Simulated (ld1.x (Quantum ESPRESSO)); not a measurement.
## Ne: variants of one TM semilocal potential

Base potential:

```json
{
  "Element": "neon (Ne)",
  "Generator": "ld1.x (Quantum ESPRESSO) 7.5",
  "Type": "norm-conserving Troullier–Martins (semilocal form)",
  "Functional": "PBE",
  "Relativity": "scalar-relativistic",
  "Frozen core": "[He]",
  "Valence charge": "8",
  "Reference configuration": "2s2 2p5 (charge +1)",
  "Partial waves": "2s (bound): rc 0.55 bohr; 2p (bound): rc 0.90 bohr",
  "Local potential": "the p channel",
  "Core correction": "none"
}
```

Cutoffs, loose and tight: the cutoffs (Ry, on a coarse ladder) from which the occupation-weighted sum of valence levels, in a spherical-Bessel basis at the reference potential, stays within 10 and 1 mRy of its value at 400 Ry. They do not see the model core or the augmentation charge, which bear on the density cutoff. Test errors are all-electron minus pseudo excitation energies from the reference, over the configurations 2s2 2p6; 2s2 2p4; 2s2 2p3; 2s1 2p6; 2s2 2p5.5; 2s2 2p2. A dash means not determined; rows that change the core or the reference have their own tests.

In the semilocal form every listed channel keeps its own potential, so the choice of the local channel does not act on these tests. It acts once the file is put into the separable form.

A semilocal file is local in each channel, so a ghost entry of none says nothing of the separable form that plane-wave codes build from it.

```csv
change,outcome,"cutoff, loose","cutoff, tight",bound ghosts,largest test error (meV)
base,generated,260 Ry,over 300 Ry,none,+312
core correction a·sin(br)/r model core inside 0.42 bohr,generated,260 Ry,over 300 Ry,none,+271
reference 2s2 2p6,generated,230 Ry,over 300 Ry,none,+359
wave 2p (bound): rc 0.90 bohr becomes 2p (bound): rc 0.70 bohr,generated,260 Ry,over 300 Ry,none,+135
core correction a·sin(br)/r model core inside 0.30 bohr,generated,260 Ry,over 300 Ry,none,+304
reference 2s2 2p5.5,generated,230 Ry,over 300 Ry,none,+342
```

**Question.** What comes out with this change to the base: type ultrasoft, which also changes the form from semilocal to separable; waves now 2s (bound): rcut 0.50, rcutus 0.55 bohr; 2s channel at -3 Ry: rcut 0.50, rcutus 0.55 bohr; 2p (bound): rcut 0.80, rcutus 0.90 bohr; 2p channel at 1 Ry: rcut 0.80, rcutus 0.90 bohr; local potential all-electron potential smoothed inside 0.60 bohr (lloc = -2); augmentation PSQ, inside the norm-conserving radii?

**Answer.** outcome: generated; cutoff, loose: 120 Ry; cutoff, tight: 230 Ry; bound ghosts: none; largest test error (meV): -59.

**Question.** What comes out with this change to the base: wave 2s (bound): rc 0.55 bohr becomes 2s (bound): rc 0.84 bohr?

**Answer.** outcome: generated; cutoff, loose: 180 Ry; cutoff, tight: 300 Ry; bound ghosts: none; largest test error (meV): +422.

**Question.** What comes out with this change to the base: wave 2s (bound): rc 0.55 bohr becomes 2s (bound): rc 0.76 bohr?

**Answer.** outcome: generated; cutoff, loose: 200 Ry; cutoff, tight: 300 Ry; bound ghosts: none; largest test error (meV): +362.
